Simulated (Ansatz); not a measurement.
One arrangement of a pair

The pair of Cl⁻ (SMILES [Cl-], atom 1) and C2H6 (SMILES CC, atoms 2–9), both closed shells, in one local arrangement (a lower one may exist), relaxed at PBE0-D4/def2-TZVPD:

Cl1  (0.456, -1.966, -2.642)
C2  (0.151, -0.416, 0.646)
C3  (-0.264, 0.908, 0.032)
H4  (0.332, -1.146, -0.151)
H5  (1.067, -0.312, 1.238)
H6  (-0.627, -0.810, 1.309)
H7  (-0.461, 1.680, 0.786)
H8  (-1.166, 0.784, -0.574)
H9  (0.512, 1.278, -0.643)
(Å)

Computed with Ansatz 0.2.0 (basis: def2-TZVPPD, with def2-QZVPPD for the basis limit); correlated methods freeze the cores. B3LYP uses VWN-RPA correlation. Extrapolation: Hartree–Fock as exp(−7.88 √X), correlation as X^−2.97. Interaction energies count from these two fragments, frozen as in the pair, with the counterpoise correction; negative means bound.

(1) What is the interaction energy by CCSD(T) at an estimated basis limit (MP2 extrapolated from triple and quadruple zeta, plus CCSD(T) − MP2 in triple zeta)? (An estimate is asked for; the value comes from the calculation.)

(2) Which atoms make the shortest contact between the fragments?

T1 diagnostic: at most 0.009.

Results:

(1) Computed: -4.02 kcal/mol. Hartree–Fock alone gives -1.44 kcal/mol at the basis limit. It counts from the two fragments frozen as in the pair.

The same quantity by other methods in triple zeta, and each one's difference from that estimate:
| method | E_int (kcal/mol) | difference |
| --- | --- | --- |
| PBE-D4 | -4.84 | -0.81 |
| revPBE-D4 | -5.19 | -1.17 |
| BLYP-D4 | -4.53 | -0.51 |
| r2SCAN-D4 | -4.17 | -0.15 |
| B97M-V | -4.15 | -0.13 |
| PBE0-D4 | -4.46 | -0.44 |
| B3LYP-D4 | -4.37 | -0.35 |
| HSE06-D4 | -4.46 | -0.44 |
| wB97X-V | -3.91 | 0.11 |
| wB97M-V | -3.99 | 0.03 |
| B2PLYP | -3.10 | 0.93 |
| HF | -1.41 | 2.61 |
| MP2 | -3.69 | 0.33 |
| CCSD | -3.25 | 0.77 |
| CCSD(T) | -3.61 | 0.41 |
Differences are method less estimate.

(2) Cl1 and H4, 2.63 Å apart.

Basis-set superposition shift (counterpoise-corrected less uncorrected): CCSD(T) 0.68; MP2 0.62; HF 0.05; PBE0-D4 0.07; wB97M-V 0.07 kcal/mol.

For scale, one of the runs: CCSD(T)/def2-TZVPPD, 227 basis functions, launched by `ansatz run in.yaml --threads 4 --pin off --events-out ev --progress --plain --max-ram 9574MiB`. Hardware: 4 CPU threads of an Arm Neoverse V1, shared host. Wall time 58 s; peak host memory 3.8 GiB.
